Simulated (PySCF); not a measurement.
SMILES Clc1ccccc1 (C6H5Cl) at its GFN2-xTB optimised geometry (Å):

```
12

Cl    -1.5252    -2.4240     0.0000
C     -0.6734    -0.9175     0.0000
C     -1.3877     0.2694     0.0000
C     -0.7002     1.4707     0.0000
C      0.6844     1.4844     0.0000
C      1.3866     0.2910     0.0000
C      0.7120    -0.9175     0.0000
H     -2.4663     0.2503     0.0000
H     -1.2515     2.3991     0.0000
H      1.2159     2.4240     0.0000
H      2.4663     0.2972     0.0000
H      1.2515    -1.8516     0.0000
```

Level of theory: PySCF with PBE/def2-TZVP.

Map of the electron localisation function on the plane z = 1.5 Å:

```
|00000000000000000000000000000|
|00000000000000000000000000000|
|00000000000000000000000000000|
|00000000000000000000000000000|
|00000000000000000000000000000|
|00000000000000000010000000000|
|00000000011100001111000000000|
|00000000011222222211000000000|
|00000000012333433321000000000|
|00000000012444444431000000000|
|00000000124443334442100000000|
|00000000134431113443100000000|
|00000011245310001343211000000|
|00000112344310001344321100000|
|00000011234310001344211000000|
|00000000123321012443210000000|
|00000000012332234542100000000|
|00000000001233444432000000000|
|00000000000112233321000000000|
|00000012211000012221000000000|
|00000246654200000111000000000|
|00001368987520000010000000000|
|00001368999741000000000000000|
|00000247899852000000000000000|
|00000124677752000000000000000|
|00000012345431000000000000000|
|00000000112110000000000000000|
|00000000000000000000000000000|
|00000000000000000000000000000|
```
Scale: ten equal steps from 0.000 (start of '0') to 0.702 (end of '9'), in the order '0123456789'; x runs from -4.50 to 4.50, y from -4.50 (bottom) to 4.50 (top).
